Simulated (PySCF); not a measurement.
# A series of derivatives of C#C[SiH](C)P

Parent skeleton `[CH:1]#[C:2][SiH:3]([CH3:4])[PH2:5]`; one hydrogen on atom 1 is replaced by X. Hydrogens on one atom are averaged.

Isolated molecule, fast rotation and ring inversion assumed for equivalent nuclei, non-relativistic, single conformer. GIAO PBE0/pcSseg-1 shieldings; coordinates at the GFN2-xTB level; PySCF 2.14.0 with density-fitted response routines.

Referencing at the same level of theory: TMS for 13C and 29Si and 1H; 31P vs H3PO4.

**Question.** Give δ (ppm) for X = CF=CF2, tBu, CH2CN, cPr, CF3, CHO, CH2NH2, CH=NMe, C(S)CH3.

**Answer.** 
```csv
X,SMILES,C1,C2,Si3,C4,P5,H(Si3),H(C4),H(P5)
CF=CF2,C[Si@@H](P)C#CC(F)=C(F)F,99.3,118.6,-43.5,-1.5,-293.5,5.34,0.51,1.25
tBu,C[Si@@H](P)C#CC(C)(C)C,128.5,86.9,-45.9,-1.1,-273.4,4.76,0.33,1.25
CH2CN,C[Si@@H](P)C#CCC#N,105.0,92.1,-44.7,-1.0,-292.7,5.23,0.42,1.13
cPr,C[Si@@H](P)C#CC1CC1,123.5,82.7,-46.1,-0.9,-273.3,4.66,0.33,1.28
CF3,C[Si@@H](P)C#CC(F)(F)F,101.0,101.2,-40.8,-2.4,-276.3,4.78,0.48,1.52
CHO,C[Si@H](P)C#CC=O,111.9,109.1,-43.0,-1.9,-276.9,4.82,0.50,1.45
CH2NH2,C[Si@@H](P)C#CCN,120.6,90.8,-45.7,-1.2,-273.6,4.76,0.34,1.26
CH=NMe,C/N=C/C#C[Si@@H](C)P,114.1,101.6,-44.4,-1.4,-277.1,4.81,0.44,1.34
C(S)CH3,CC(=S)C#C[Si@@H](C)P,117.5,119.4,-43.4,-2.2,-277.9,4.78,0.49,1.44
```

**Question.** Which position responds most, and to which substituents?

**Answer.** C2: from 82.7 ppm with cPr to 119.4 ppm with C(S)CH3.

Experimental scales use liquid or dissolved standards, which lie at an offset from isolated H3PO4.
